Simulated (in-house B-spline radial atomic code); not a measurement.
# Mn⁶⁺: [Ar] 7g1 (an excited or competing configuration)

Computed with a radial B-spline atomic code at the basis-set limit: Dirac-Hartree-Fock, average of configuration, Fermi nucleus of rms radius 3.7057 fm.

Screening seen three ways: the hydrogenic charge with the same mean radius, Z_r = [3n² - l(l+1)]/(2<r>), the one with the same energy, Z_e = n√(-2ε), and Slater's rules. Values are occupation-weighted means over j.

```tsv
shell	electrons	ε (eV)	<r> (bohr)	Z_r	Z_e	Slater
1s	2	-6742.5	0.06087	24.64	22.26	24.70
2s	2	-949.06	0.277	21.66	16.70	20.85
2p	6	-822.18	0.2456	20.36	15.55	20.85
3s	2	-232.85	0.7929	17.03	12.41	13.75
3p	6	-191.93	0.8153	15.33	11.27	13.75
7g	1	-13.625	9.05	7.02	7.00	-
```

The least bound orbital is 7g9/2 at -13.62 eV, and it is also the most diffuse (<r> = 9.05 bohr).

Spin-orbit splittings of the orbital energies (j = l + 1/2 above j = l - 1/2 when positive): 2p 10.6 eV, 3p 1.636 eV, 7g 0.0001962 eV.

For the 1s electron the small component carries 0.807 % of the norm, the zero-frequency Breit interaction raises the level by 7.419 eV, self-energy by 3.602 eV, and vacuum polarisation lowers it by 0.3002 eV.
